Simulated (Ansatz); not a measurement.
Molecule: AsF$_{3}$ (charge -1, doublet). 
Structure (B3LYP-D3(BJ)/def2-TZVP (Ansatz, a program for electronic structure) minimum search):
```xyz
4

F     -0.3173    -1.9221     0.0673
As    -0.2915     0.0205     0.0733
F      1.4415    -0.1014    -0.3623
F     -0.0553     1.9483     0.0263
```
Charge -1, spin multiplicity 2.

Basis-set convergence of Hartree-Fock and CCSD correlation energies (hartree) with Ansatz. Cores are frozen in the correlated levels unless marked. Open shells are spin-unrestricted. No spin-orbit coupling. The frozen core is the preceding noble-gas configuration, with the filled d and f shells of earlier blocks. No relativistic terms. This anion needs diffuse functions, which these sets lack.

| basis | functions | E(HF) | E(corr, CCSD) |
|---|---|---|---|
| cc-pVDZ | 69 | -2532.54560 | -0.67633 |
| cc-pVTZ | 133 | ? | ? |

Complete the blanks.


- cc-pVTZ, E(HF): -2532.73986
- cc-pVTZ, E(corr, CCSD): -0.90453
